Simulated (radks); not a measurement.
The selenium ion Se+, configuration [Ar] 3d10 4s2 4p(up 2.25, down 0.75) (fractional occupations, a model configuration). Method: scalar-relativistic Kohn-Sham, BLYP, spin-polarised, spherical densities, finite nucleus; Fermi nuclear charge, rms radius 4.14 fm; computed with a radial shooting solver on a logarithmic mesh with Libxc functionals.

X-ray form factor f0, the Fourier transform of the density (f0(0) = 33):

| sin(theta)/lambda (1/angstrom) | f0 (electrons) |
|---|---|
| 0.05 | 32.446 |
| 0.1 | 30.977 |
| 0.15 | 29.023 |
| 0.2 | 26.978 |
| 0.25 | 25.058 |
| 0.3 | 23.323 |
| 0.4 | 20.294 |
| 0.5 | 17.628 |
| 0.6 | 15.230 |
| 0.8 | 11.369 |
| 1 | 8.833 |
| 1.25 | 7.046 |
| 1.5 | 6.063 |
| 2 | 4.770 |
